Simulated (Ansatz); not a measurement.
`FBr`. Total charge 0; spin multiplicity 1.

Bond lengths: F1–Br2 1.754 Å.

Task: List the harmonic frequencies (cm⁻¹, unscaled) at PBE0-D4/def2-TZVP in Ansatz. (An estimate is asked.)

Result: Ansatz gave: 701.

Task: Is this a minimum?

Result: Yes, all 1 modes are real.

Task: Give the ideal-gas thermochemistry at 298.15 K and 1 bar (rigid rotor, harmonic oscillator; point group C∞v, symmetry number 1).

Result: Zero-point energy 4.2 kJ/mol; H(298) − E = 13.2 kJ/mol; entropy 228.6 J/(mol·K), of which translation 166.2, rotation 61.2, vibration 1.3; G(298) − E = -55.0 kJ/mol.

Task: And at 400, 500, 600, 800 and 1000 K?

Result: 
```json
{"T (K)": "400", "H − E (kJ/mol)": "16.6", "S (J/mol/K)": "238.5", "G − E (kJ/mol)": "-78.8"}
{"T (K)": "500", "H − E (kJ/mol)": "20.0", "S (J/mol/K)": "246.2", "G − E (kJ/mol)": "-103.1"}
{"T (K)": "600", "H − E (kJ/mol)": "23.6", "S (J/mol/K)": "252.6", "G − E (kJ/mol)": "-128.0"}
{"T (K)": "800", "H − E (kJ/mol)": "30.8", "S (J/mol/K)": "263.0", "G − E (kJ/mol)": "-179.6"}
{"T (K)": "1000", "H − E (kJ/mol)": "38.1", "S (J/mol/K)": "271.2", "G − E (kJ/mol)": "-233.1"}
```
